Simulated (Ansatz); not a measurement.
`FC[CH](F)[GeH3]` at its PBE0-D4/def2-TZVP geometry, where that method's forces vanish. Charge 0, multiplicity 1.

| atom | x (Å) | y (Å) | z (Å) |
| --- | --- | --- | --- |
| F1 | -0.210 | 0.605 | -2.528 |
| C2 | 0.231 | 0.659 | -1.220 |
| C3 | -0.551 | -0.273 | -0.348 |
| F4 | -1.854 | 0.191 | -0.209 |
| Ge5 | 0.246 | -0.461 | 1.464 |
| H6 | 0.124 | 1.691 | -0.872 |
| H7 | 1.290 | 0.379 | -1.209 |
| H8 | -0.604 | -1.258 | -0.823 |
| H9 | -0.719 | -1.285 | 2.323 |
| H10 | 1.599 | -1.180 | 1.346 |
| H11 | 0.449 | 0.932 | 2.077 |

(1) For each bond, give half the difference of the two atoms' forces along it (eV/Å; positive pushes the atoms apart) under PBE-D4, r2SCAN-D4, B3LYP-D4, ωB97M-V in def2-TZVPP. (Estimate.)

Results:

(1) Ansatz gave: 
| bond | length (Å) | PBE-D4 | r2SCAN-D4 | B3LYP-D4 | ωB97M-V |
| --- | --- | --- | --- | --- | --- |
| F1–C2 | 1.382 | 0.55 | 0.37 | 0.40 | 0.24 |
| C2–C3 | 1.496 | -0.12 | -0.05 | 0.00 | 0.08 |
| C2–H6 | 1.094 | 0.08 | -0.07 | -0.14 | -0.13 |
| C2–H7 | 1.096 | 0.05 | -0.07 | -0.14 | -0.13 |
| C3–F4 | 1.390 | 0.50 | 0.34 | 0.38 | 0.29 |
| C3–Ge5 | 1.989 | 0.00 | 0.00 | 0.10 | -0.07 |
| C3–H8 | 1.095 | 0.09 | -0.07 | -0.18 | -0.15 |
| Ge5–H9 | 1.532 | 0.07 | -0.05 | -0.04 | -0.08 |
| Ge5–H10 | 1.537 | 0.04 | -0.06 | -0.02 | -0.05 |
| Ge5–H11 | 1.536 | 0.06 | -0.05 | -0.02 | -0.06 |

B3LYP here is the variant with VWN-RPA as its local correlation; programs differ in this.
